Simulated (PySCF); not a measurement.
C6H12OP2.
Atom-mapped SMILES: `[CH3:1][CH2:2][P:3]([CH3:4])[C:5]#[C:6][PH:7][CH2:8][OH:9]` (hydrogens: H10, H11, H12 on C1; H13, H14 on C2; H15, H16, H17 on C4; H18 on P7; H19, H20 on C8; H21 on O9)

Computed by this run: PySCF 2.14.0, PBE0-D3(BJ)/def2-SVP geometry optimisation, gas phase; density fitting, grid level 1; the optimiser is geomeTRIC in internal coordinates, started from a GFN2-xTB structure with every atom displaced at random (about 0.01 Å).

Step 0: E = -27011.8142 eV
```
atom  x, y, z in Å  |  force x, y, z in eV/Å
C1     -2.5531    1.1151   -0.0110   -1.016   0.787   0.322
C2     -2.4273   -0.3117    0.4282   -0.150  -0.297  -0.045
P3     -1.1019   -1.1873   -0.5431    0.274  -0.176   0.664
C4     -0.9979   -2.7461    0.4619   -1.685   0.457   0.141
C5      0.2931   -0.3944    0.2258   -0.376  -0.086  -0.617
C6      1.2988    0.1680    0.6247    0.370   0.294   0.345
P7      2.6824    1.0483    1.2994   -0.688   0.830   0.013
C8      3.2098    1.8554   -0.3267   -1.594  -1.004  -0.094
O9      3.3586    0.9404   -1.3466   -0.379  -0.689  -0.815
H10    -3.3549    1.6355    0.5707    0.411  -0.223  -0.239
H11    -2.8465    1.1903   -1.0609    0.039   0.041  -0.326
H12    -1.6336    1.6820    0.1376    0.343   0.134   0.020
H13    -3.3822   -0.8439    0.2483    0.187  -0.045   0.062
H14    -2.2044   -0.3514    1.5049    0.031  -0.210   0.040
H15    -0.1633   -3.3397    0.1711    1.046  -0.641  -0.299
H16    -0.9793   -2.5213    1.5401    0.148  -0.049  -0.084
H17    -1.9238   -3.3205    0.2493    0.261   0.042   0.061
H18     3.5480   -0.0249    1.1734    0.748  -0.707   0.016
H19     2.4590    2.6238   -0.5726   -0.106   0.256   0.185
H20     4.1402    2.3361   -0.1598    1.362   0.680   0.234
H21     2.5086    0.4686   -1.5147    0.777   0.605   0.414
```

Step 1: E = -27011.9889 eV
```
atom  x, y, z in Å  |  force x, y, z in eV/Å
C1     -2.5627    1.1611    0.0151   -0.036  -0.008   0.017
C2     -2.4224   -0.2977    0.4186    0.071   0.075  -0.010
P3     -1.0454   -1.1722   -0.4839   -0.025   0.044   0.095
C4     -1.0506   -2.7760    0.4395    0.206  -0.119  -0.130
C5      0.3485   -0.3797    0.2800   -0.029  -0.056   0.020
C6      1.3396    0.1906    0.7222   -0.016  -0.037  -0.028
P7      2.7248    1.1410    1.2952    0.048  -0.141  -0.154
C8      3.1631    1.8420   -0.3991    0.326   0.119   0.150
O9      3.3273    0.8975   -1.4001    0.224   0.242   0.059
H10    -3.3883    1.6363    0.5650   -0.004   0.034   0.033
H11    -2.7830    1.2627   -1.0574    0.040   0.004  -0.060
H12    -1.6443    1.7295    0.2310   -0.011  -0.019  -0.002
H13    -3.3422   -0.8532    0.1703   -0.004  -0.041   0.017
H14    -2.2561   -0.3923    1.5049   -0.030  -0.023  -0.024
H15    -0.1791   -3.3860    0.1379   -0.152   0.141   0.073
H16    -1.0400   -2.6301    1.5281    0.029  -0.003   0.048
H17    -1.9598   -3.3249    0.1557   -0.042  -0.024  -0.016
H18     3.6654    0.0544    1.2434   -0.092   0.159   0.074
H19     2.3699    2.5865   -0.6185    0.049   0.020  -0.002
H20     4.1177    2.3960   -0.2726   -0.243  -0.120  -0.074
H21     2.5481    0.3368   -1.3750   -0.311  -0.248  -0.088
```

Q: Estimate the geometry and energy of step 2. (The exact step hangs on the optimiser's Hessian estimate; all steps are aligned on step 1, rigid shifts and turns removed.)

A: E = -27012.0031 eV, largest force 0.099 eV/Å
```
atom  x, y, z in Å  |  force x, y, z in eV/Å
C1     -2.5701    1.1594    0.0140   -0.030  -0.013  -0.005
C2     -2.4353   -0.2983    0.4244    0.019   0.010  -0.009
P3     -1.0620   -1.1791   -0.4755   -0.016   0.036   0.036
C4     -1.0469   -2.7838    0.4452   -0.003  -0.020  -0.027
C5      0.3345   -0.3860    0.2761   -0.019  -0.030   0.018
C6      1.3270    0.1873    0.7102    0.068   0.032  -0.046
P7      2.7098    1.1401    1.2862   -0.037  -0.023  -0.089
C8      3.1890    1.8436   -0.3943   -0.012  -0.050   0.040
O9      3.3364    0.9112   -1.4097   -0.024  -0.035   0.004
H10    -3.3939    1.6455    0.5593    0.012  -0.003  -0.001
H11    -2.7784    1.2579   -1.0627    0.022  -0.001  -0.003
H12    -1.6485    1.7204    0.2327    0.005   0.003   0.003
H13    -3.3543   -0.8577    0.1787   -0.005  -0.007   0.008
H14    -2.2726   -0.3918    1.5105   -0.012  -0.006   0.005
H15    -0.1749   -3.3784    0.1359   -0.005   0.027   0.006
H16    -1.0229   -2.6406    1.5354    0.005  -0.004   0.002
H17    -1.9544   -3.3423    0.1688    0.007  -0.001   0.008
H18     3.6442    0.0579    1.2678    0.002   0.034   0.046
H19     2.4231    2.6142   -0.6173    0.012   0.030   0.019
H20     4.1489    2.3699   -0.2555   -0.022  -0.038  -0.021
H21     2.5317    0.3729   -1.4303    0.034   0.060   0.005
```

The energy changes by -0.0142 eV. The first-order estimate −F·Δx gives -0.0228 eV and the mean of the old and new forces, exact on a quadratic surface, -0.0141 eV. The step makes an angle of 78° with the force vector and moves no atom by more than 0.068 Å.

The cost below is that of the whole optimisation. Hardware: Arm Neoverse V2, one thread, shared host with 48 logical CPUs at a one-minute load of 31. Cost: 6.0 min of wall time, 0.88 GiB resident at most.
